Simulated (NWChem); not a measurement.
Everything below was run with NWChem. System: H$_{5}$BOP$_{2}$, charge 0, spin multiplicity 1, displaced from the optimised geometry. The structure started from a generated list of species. Level: PBE0/def2-SVP.

Output (cleaned and shortened):

```
             Northwest Computational Chemistry Package (NWChem) 7.3.0
             --------------------------------------------------------

                                NWChem Input Module
                                -------------------

 Scaling coordinates for geometry "geometry" by  1.889725989
 (inverse scale =  0.529177249)

                             Geometry "geometry" -> ""
                             -------------------------

 Output coordinates in angstroms (scale by  1.889725989 to convert to a.u.)

  No.       Tag          Charge          X              Y              Z
 ---- ---------------- ---------- -------------- -------------- --------------
    1 B                    5.0000     0.43537100     0.03542900    -0.01822800
    2 O                    8.0000     1.81663200     0.11489800    -0.03418600
    3 H                    1.0000     2.20618600     0.52350200    -0.84240000
    4 P                   15.0000    -0.37435800    -0.93805600     1.50065300
    5 H                    1.0000    -1.54715600    -0.09419500     1.66814400
    6 H                    1.0000     0.40640600    -0.32704600     2.56516000
    7 P                   15.0000    -0.70209800     0.84586600    -1.42977700
    8 H                    1.0000    -1.69281500    -0.21481600    -1.50124800
    9 H                    1.0000     0.06430700     0.39908300    -2.58818700

 Effective nuclear repulsion energy (a.u.)     184.5891924965

            Nuclear Dipole moment (a.u.)
            ----------------------------
        X                 Y               Z
 ---------------- ---------------- ----------------
    -0.0000018897     0.0000132281    -0.0000359048


 Summary of "ao basis" -> "" (spherical)
 ------------------------------------------------------------------------------
       Tag                 Description            Shells   Functions and Types
 ---------------- ------------------------------  ------  ---------------------
 *                          def2-svp                  on all atoms

                                 NWChem DFT Module
                                 -----------------

 Summary of "ao basis" -> "ao basis" (spherical)
 ------------------------------------------------------------------------------
       Tag                 Description            Shells   Functions and Types
 ---------------- ------------------------------  ------  ---------------------
 B                          def2-svp                 6       14   3s2p1d
[...]
     2   0 2 0    -33.457093    -60.721850    -60.721850     87.986607
     2   0 1 1      1.646578     74.813171     74.813171   -147.979764
     2   0 0 2    -28.582075   -163.345801   -163.345801    298.109527

            General Information
            -------------------
          SCF calculation type: DFT
          Wavefunction type:  closed shell.
          No. of atoms     :     9
          No. of electrons :    48
           Alpha electrons :    24
            Beta electrons :    24
          Charge           :     0
          Spin multiplicity:     1
          Use of symmetry is: off; symmetry adaption is: off
          Maximum number of iterations: 100
          AO basis - number of functions:    89
                     number of shells:    43
          Convergence on energy requested:  1.00D-06
          Convergence on density requested:  1.00D-05
          Convergence on gradient requested:  5.00D-04

              XC Information
              --------------
                         PBE0 Method XC Functional
                     Hartree-Fock (Exact) Exchange  0.250
          PerdewBurkeErnzerhof Exchange Functional  0.750
            Perdew 1991 LDA Correlation Functional  1.000 local
           PerdewBurkeErnz. Correlation Functional  1.000 non-local

             Grid Information
             ----------------
          Grid used for XC integration:  medium
          Radial quadrature: Mura-Knowles
          Angular quadrature: Lebedev.
          Tag              B.-S. Rad. Rad. Pts. Rad. Cut. Ang. Pts.
          ---              ---------- --------- --------- ---------
          B                   0.85       49           8.0       434
          O                   0.60       49          10.0       434
          H                   0.35       45          12.0       434
          P                   1.00       88          11.0       590
          Grid pruning is: on
          Number of quadrature shells:   499
          Spatial weights used:  Erf1

          Convergence Information
          -----------------------
          Convergence aids based upon iterative change in
          total energy or number of iterations.
          Levelshifting, if invoked, occurs when the
          HOMO/LUMO gap drops below (HL_TOL):  1.00D-02
          DIIS, if invoked, will attempt to extrapolate
          using up to (NFOCK): 10 stored Fock matrices.

                    Damping(70%)  Levelshifting(0.5)       DIIS
                  --------------- ------------------- ---------------
          dE  on:    start            ASAP                start
          dE off:   30 iters        100 iters           100 iters

      Screening Tolerance Information
      -------------------------------
          Density screening/tol_rho:  1.00D-10
          AO Gaussian exp screening on grid/accAOfunc:  14
          CD Gaussian exp screening on grid/accCDfunc:  20
          XC Gaussian exp screening on grid/accXCfunc:  20
          Schwarz screening/accCoul:  1.00D-08

                            NWChem DFT Gradient Module
                            --------------------------

  charge          =   0.00
  wavefunction    = closed shell

                         DFT ENERGY GRADIENTS

    atom               coordinates                        gradient
                 x          y          z           x          y          z
   1 B       0.822732   0.066951  -0.034446   -0.012475  -0.000911   0.000744
   2 O       3.432937   0.217126  -0.064602    0.016472  -0.006224   0.014730
   3 H       4.169087   0.989275  -1.591905    0.010605   0.008559  -0.016750
   4 P      -0.707434  -1.772669   2.835823   -0.002825  -0.016269   0.001466
   5 H      -2.923701  -0.178003   3.152335   -0.009502   0.005626   0.001742
   6 H       0.767996  -0.618027   4.847450    0.005959   0.004032   0.008725
   7 P      -1.326773   1.598455  -2.701887   -0.005686   0.015381  -0.000484
   8 H      -3.198956  -0.405943  -2.836947   -0.008266  -0.007451  -0.000881
   9 H       0.121523   0.754158  -4.890964    0.005719  -0.002744  -0.009291

                 ----------------------------------------
                 |  Time  |  1-e(secs)   |  2-e(secs)   |
                 ----------------------------------------
                 |  CPU   |       0.01   |       3.13   |
                 ----------------------------------------
                 |  WALL  |       0.01   |       3.13   |
                 ----------------------------------------

 Task  times  cpu:       23.3s     wall:       23.3s

 Total times  cpu:       23.3s     wall:       23.3s
```

Problem. Write an NWChem input that would produce this output.

Solution. This is not unique; one that fits is 
```
start mol
memory heap 200 mb stack 800 mb global 1000 mb
geometry units angstroms nocenter noautoz noautosym
  B      0.435371     0.035429    -0.018228
  O      1.816632     0.114898    -0.034186
  H      2.206186     0.523502    -0.842400
  P     -0.374358    -0.938056     1.500653
  H     -1.547156    -0.094195     1.668144
  H      0.406406    -0.327046     2.565160
  P     -0.702098     0.845866    -1.429777
  H     -1.692815    -0.214816    -1.501248
  H      0.064307     0.399083    -2.588187
end
basis spherical
  * library def2-svp
end
dft
  xc pbe0
  semidirect memsize 60000000 filesize 0
  iterations 100
  convergence damp 70 ncydp 30
end
task dft gradient
```
